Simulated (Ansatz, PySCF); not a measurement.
Gas-phase reaction (SMILES): [NH2][Al]([NH2])[NH2] + Cl (HCl) -> [NH2][Al]([NH2])[Cl] + N (NH3); hydrogen chloride cleaves one Al-N bond, a model of a ligand-exchange step.

Each molecule is optimised on its own at B3LYP-D3(BJ)/def2-TZVP (Ansatz, a program for electronic structure), one conformer each, not searched for the lowest. Cores are frozen in the correlated levels unless marked. No spin-orbit coupling. Non-relativistic. Basis-set limits of correlation are two-point, X^-3; Hartree-Fock from the larger set. Thermal terms are rigid-rotor harmonic-oscillator values from B3LYP-D3(BJ) frequencies (Ansatz or PySCF) at 298.15 K and 1 atm. 1 Eh = 627.5095 kcal/mol.

```csv
species,"E, CCSD(T)/CBS(aug-cc-pV(T+d)Z,aug-cc-pV(Q+d)Z) (Ansatz) (Eh)","E, r2SCAN-D4/def2-TZVPD (Ansatz + dftd4) (Eh)",H - E (Eh)
[NH2][Al]([NH2])[NH2],-409.84719,-410.38149,0.08441
Cl (HCl),-460.37804,-460.78611,0.01000
[NH2][Al]([NH2])[Cl],-813.75592,-814.65525,0.06019
N (NH3),-56.50411,-56.54744,0.03799
```

Work out ΔE and ΔH at 298.15 K at the first level, then ΔH at the second.


1. ΔE = [(-813.75592) + (-56.50411)] - [(-409.84719) + (-460.37804)] = -0.03480 Eh = -21.8 kcal/mol at CCSD(T)/CBS(aug-cc-pV(T+d)Z,aug-cc-pV(Q+d)Z).
2. The terms H - E add up to 0.00377 Eh, so ΔH = (-0.03480 + (0.00377))×627.5095 = -19.5 kcal/mol.
3. At r2SCAN-D4/def2-TZVPD the same steps give ΔE = -22.0 and ΔH = -19.7 kcal/mol, a shift of -0.2 from the first level.
4. These values are not checked against measurement here, since the tables used lack a sound gas-phase enthalpy of formation for at least one species.
